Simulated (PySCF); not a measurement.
Simulation results for AlBH₃O

Computed with PySCF 2.14.0. Calculation on a computer-drawn molecule: the log of a Hartree-Fock and frozen-core CCSD(T) single point meant for a local Hartree-Fock minimum, with one planted fault or none, to be diagnosed. Offsets are logged minus clean, where the clean run is the same molecule without the fault. The reference is restricted for singlets and unrestricted otherwise, and also for a bond in bohr or an excited solution. Adding or removing an electron swaps singlet and doublet. The excited solution moves the top pair (singlet) or top alpha electron (doublet) to the lowest empty orbital. Highest occupied and lowest empty are orbital energies over both spins, largest force is the largest gradient component, triples share is (T) over the correlation energy, the T1 limit is 0.02 restricted and 0.045 unrestricted, electrons count all cores, a negative frequency is imaginary (commonest isotopes), and the dipole is about the centre of nuclear charge.

```json
{"formula": "AlBH3O", "logged_structure": {"atoms_angstrom": [["B", 0.6484, -2.6566, 0.8666], ["Al", -1.1668, -2.2542, 0.9043], ["O", -1.5507, -0.7844, 1.095], ["H", 1.6932, -2.9074, 0.8434], ["H", -2.1699, -3.2606, 0.763], ["H", -2.3288, -0.4403, 1.1342]]}, "given": {"meant_charge": 0, "meant_multiplicity": 2, "meant_basis": "cc-pV(D+d)Z", "logged_electrons": 29, "logged_basis_functions": 66, "logged_SCF_converged": "yes", "logged_spin_squared": 0.7574, "logged_highest_occupied [eV]": -8.3153, "logged_lowest_empty [eV]": 1.1694, "logged_largest_force [hartree/bohr]": 0.13227, "logged_T1_diagnostic": 0.01233, "logged_D1_diagnostic": 0.034265, "logged_triples_share": 0.017926, "logged_CC_converged": "yes", "logged_dipole_magnitude [debye]": 0.48662, "logged_SCF_stable_within_its_kind": "yes", "logged_energy_HF [hartree]": -343.12725, "logged_energy_CCSD(T) [hartree]": -343.46779, "possible_faults": "no fault, one electron removed, one electron added, multiplicity raised by two, geometry at a saddle point, SCF held on an excited solution, minimal basis STO-3G, one bond length entered in bohr, all coordinates scaled", "drawn_bonds_atom": [1, 2, 1, 2, 3], "drawn_bonds_other_atom": [2, 3, 4, 5, 6], "drawn_bonds_order": [1, 1, 1, 1, 1]}, "results": {"planted_fault": "all coordinates scaled, by -9.6 %", "HF_energy_offset_from_clean_run [kcal/mol]": 37.92, "CCSD(T)_energy_offset_from_clean_run [kcal/mol]": 42.65}}
```
